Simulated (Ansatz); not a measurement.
Cartesian coordinates in Å:
```
O -1.682 -0.179 1.655
Si -1.111 0.343 0.190
Si 1.111 -0.344 -0.191
O 1.682 0.181 -1.654
H -1.757 -1.124 1.787
H -1.196 1.827 0.240
H -1.979 -0.129 -0.930
H 1.978 0.126 0.931
H 1.196 -1.828 -0.243
H 1.758 1.127 -1.785
```

Charge 0, multiplicity 1.

List the r2SCAN/def2-TZVPP orbital energies in eV (Ansatz 0.2.0). (Estimate.)

The calculation gave: Occupied: -1791.35, -1791.35, -515.97, -515.97, -141.75, -141.75, -96.64, -96.64, -96.59, -96.59, -96.59, -96.58, -26.52, -26.51, -14.86, -14.22, -12.27, -11.34, -9.85, -9.47, -9.26, -8.98, -8.02, -8.01, -6.48. Lowest empty: -1.43, 0.03, 0.58, 1.02, 1.43, 1.86, 1.97, 2.56.
